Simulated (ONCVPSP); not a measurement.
# An all-electron radial function and its pseudo partner (iodine)

Columns: radius, all-electron u(r) and pseudo u(r) of the 4s shell (level -180.59 eV) of iodine in the configuration [Ar] 3d10 4s2 4p6 4d10 5s2 5p5; PBE, scalar-relativistic, ONCV scheme, ONCVPSP 4.0.1.

```csv
r (bohr),all-electron,pseudo
0.065,0.4671,0.1177
0.130,0.0674,0.2427
0.195,-0.6398,0.3800
0.260,-0.7506,0.5307
0.325,-0.3835,0.6908
0.390,0.1562,0.8513
0.455,0.6607,1.0000
0.520,1.0373,1.1241
0.585,1.2652,1.2120
0.650,1.3632,1.2571
0.715,1.3622,1.2572
0.780,1.2940,1.2149
0.845,1.1862,1.1373
0.910,1.0586,1.0338
0.975,0.9259,0.9159
1.040,0.7971,0.7941
1.105,0.6777,0.6770
1.170,0.5704,0.5702
1.235,0.4761,0.4759
1.300,0.3947,0.3945
1.365,0.3253,0.3252
1.430,0.2669,0.2668
1.495,0.2181,0.2180
1.560,0.1776,0.1776
1.625,0.1442,0.1442
1.690,0.1168,0.1167
```

Question: How many radial nodes do the two functions have?

Answer: The all-electron 4s function has n − l − 1 = 3 (the table is too coarse to show those close to the nucleus); the pseudo-wave has 0, since the states of the same l below it are removed with the core.

Question: At about which radius was the pseudo-wave matched?

Answer: 1.30 bohr. The columns agree to 0.0005 from 1.17 bohr on; several derivatives are matched, so the curves merge somewhat inside the radius.

Question: Is the pseudo-wave norm-conserving?

Answer: Yes: the ONCV scheme keeps the norm inside the radius equal to the all-electron one, which fixes the energy derivative of the logarithmic derivative at the level.
